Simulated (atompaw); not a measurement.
Cutoff test, magnesium, PAW (atompaw)

- Element: magnesium (Mg)
- Generator: atompaw 4.2.0.5
- Type: PAW
- Functional: PBEsol
- Relativity: scalar-relativistic
- Frozen core: [Ne]
- Valence charge: 2
- Reference configuration: 3s1.75 3p0.25
- Partial waves: 3s (bound): rc 3.00 bohr; 3s channel at 0.05 Ry: rc 3.00 bohr; 3p (bound): rc 3.00 bohr; 3p channel at 0.35 Ry: rc 3.00 bohr; 3d channel at -0.1 Ry: rc 3.00 bohr; 3d channel at 1.3 Ry: rc 3.00 bohr
- Local potential: bessel scheme, radius 3.00 bohr
- Core correction: smooth core density matched at 2.95 bohr
- Augmentation charge: sinc compensation charge, radius 2.60 bohr; PAW radius 3.00 bohr; waves and projectors: custom rrkj vanderbiltortho

The pseudo-atom Hamiltonian at the reference potential is diagonalised in spherical Bessel functions j_l(qr) that vanish at 20 bohr, with q² up to the cutoff. All-electron valence levels (Ry): 3s -0.3632, 3p -0.1114.

Task: How do the lowest levels (Ry) of each channel move with the cutoff, and are there ghosts?

Result:

| cutoff (Ry) | s #1 | p #1 | p #2 | d #1 | d #2 | f #1 | Σ f·Δε (mRy) |
| --- | --- | --- | --- | --- | --- | --- | --- |
| 8 | -0.3632 | -0.1114 | 0.0332 | 0.0432 | 0.1268 | 0.0976 | 0.0 |
| 10 | -0.3632 | -0.1114 | 0.0332 | 0.0431 | 0.1268 | 0.0976 | 0.0 |
| 400 | -0.3632 | -0.1114 | 0.0332 | 0.0431 | 0.1268 | 0.0976 | 0.0 |

Result: no extra level below or beside the all-electron valence levels (s, p, d, f tested); 10 mRy is reached at 6 Ry and 1 mRy at 6 Ry.
